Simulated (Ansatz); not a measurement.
`[CH3][InH][Cl]` + CH₃OH → `C[O][InH][Cl]` + CH₄  (ligand exchange at the In–C bond)

Program: Ansatz. Geometries: PBE0-D4/def2-TZVP. ΔE: electronic, gas phase. CBS: MP2 limit from def2 TZ/QZ plus the TZ coupled-cluster correction, frozen cores. This one scheme is used for every species. Functionals use def2-TZVPP. Elements past krypton have def2 core potentials. For In outer-core shells are correlated without core-valence functions, which leaves a few kJ/mol of doubt a bond. One conformer a species, not always the lowest.

| level | ΔE (kJ/mol) | difference from CCSD(T)/CBS |
| --- | --- | --- |
| LDA (SPW92) | -45.6 | 4.4 |
| B97M-V | -58.4 | -8.4 |
| ωB97X-V | -49.5 | 0.5 |
| r2SCAN | -52.6 | -2.6 |
| r2SCAN0 | -45.4 | 4.6 |
| BHLYP | -46.8 | 3.2 |
| CAM-B3LYP | -50.2 | -0.2 |
| CCSD/def2-SVP | -58.6 | -8.6 |
| MP2/def2-TZVPP | -46.1 | 3.9 |
| CCSD/def2-TZVPP | -44.1 | 5.9 |
| CCSD(T)/CBS | -50.0 | 0 |

Largest T1 diagnostic among the species: 0.016.

At CCSD(T), def2-SVP lies −10.7 kJ/mol from the extrapolated value and def2-TZVPP +3.3 kJ/mol. From BLYP to BHLYP (50 % exact exchange), in def2-TZVPP and without D4, ΔE moves by +7.2 kJ/mol.
